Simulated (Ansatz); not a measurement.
`C[SiH2]C(=O)[SiH3]` + `[GeH3][SiH2][GeH2][GeH3]` → `[SiH3][GeH2][SiH2][GeH2][GeH3]` + `C[SiH2]C=O`  (formal exchange of groups at the Si–C bond)

Computed with Ansatz on PBE0-D4/def2-TZVP structures; ΔE is electronic, products minus reactants. CCSD(T)/CBS is the MP2 limit (def2-TZVPP, def2-QZVPP) plus CCSD(T) − MP2 in def2-TZVPP, frozen cores. DFT in def2-TZVPP. For Ge outer-core shells are correlated without core-valence functions, which leaves a few kJ/mol of doubt a bond. Scalar relativity is left out up to krypton. Each species was taken in one conformer, which may not be the lowest.

(1) Is it downhill or uphill in electronic energy at CCSD(T)/CBS, and by how much? (An estimate is asked.)

(2) What do these levels give: BLYP, r2SCAN, HF/def2-TZVPP, SCS-MP2/def2-TZVPP, CCSD(T)/def2-TZVPP, MP2/CBS(def2)? (Estimate.)

Largest T1 diagnostic among the species: 0.015.

Answers

(1) Computed: Downhill: ΔE = -46.5 kJ/mol.

(2) Computed: BLYP -33.3, r2SCAN -42.3, HF/def2-TZVPP -39.1, SCS-MP2/def2-TZVPP -44.2, CCSD(T)/def2-TZVPP -45.9, MP2/CBS(def2) -48.4 kJ/mol.

From BLYP to BHLYP (50 % exact exchange), in def2-TZVPP and without D4, ΔE moves by −6.7 kJ/mol. Leaving LDA and LC-ωPBE aside and taking each functional with its dispersion term where it has one, the values, not all of them listed here, spread over 10.4 kJ/mol, from PBE0-D4 to BLYP-D4. At CCSD(T), def2-SVP lies +3.2 kJ/mol from the extrapolated value and def2-TZVPP +0.6 kJ/mol.
